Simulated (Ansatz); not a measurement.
Molecule: SnS (charge 0, singlet). SMILES: [S]=[Sn]
Geometry: optimised at B3LYP-D3(BJ)/def2-TZVP (Ansatz, a quantum-chemistry and plane-wave program).

Computed values are from Ansatz. Valence correlation only, unless marked. UHF or UKS for open shells. Spin-orbit coupling is left out. Frozen are the shells of the preceding noble gas and the d and f shells that filled before the atom's block. In def2 rows, elements after Kr have scalar-relativistic effective core potentials. CBS(X,Y): correlation extrapolated as X^-3; Hartree-Fock from the larger set.

The atomisation energy De is 488.6 kJ/mol at CCSD(T)/CBS(def2-TZVPPD,def2-QZVPPD) and the vertical ionisation energy (to the doublet) is 9.47 eV at CCSD(T)/CBS(def2-TZVPPD,def2-QZVPPD). The total energy is -611.2652 Eh at CCSD(T)/CBS(def2-TZVPPD,def2-QZVPPD) and the dipole moment is 3.17 D at CCSD(T)/def2-SVPD.

The T1 diagnostic of CCSD in the largest basis is 0.026, which is high, so the coupled-cluster rows are less sure than usual.
